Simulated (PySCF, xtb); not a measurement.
Si(F)(NHMe)(OH)2 (CH6FNO2Si), SMILES CN[Si](O)(O)F. One conformer was computed; it need not be the lowest.

Harmonic wavenumbers (cm⁻¹) from GFN2-xTB run with xtb at its own minimum, in rising order: 71, 125, 140, 167, 192, 240, 264, 283, 294, 385, 502, 728, 795, 814, 889, 919, 975, 1073, 1113, 1173, 1375, 1423, 1487, 1501, 2923, 2967, 3036, 3481, 3684, 3700.

Question: What does PySCF 2.14.0 with PBE-D3(BJ)/def2-SVP give at its own minimum? (An estimate is asked for; the answer gives what the named calculation found.)

Answer: 81, 145, 165, 207, 251, 300, 326, 334, 353, 425, 460, 699, 798, 802, 891, 930, 954, 1061, 1107, 1146, 1357, 1398, 1421, 1451, 2926, 2986, 3053, 3532, 3768, 3772. Paired by order, the mean absolute difference is 33 cm⁻¹ and the zero-point energies are 52.5 and 53.0 kcal/mol.
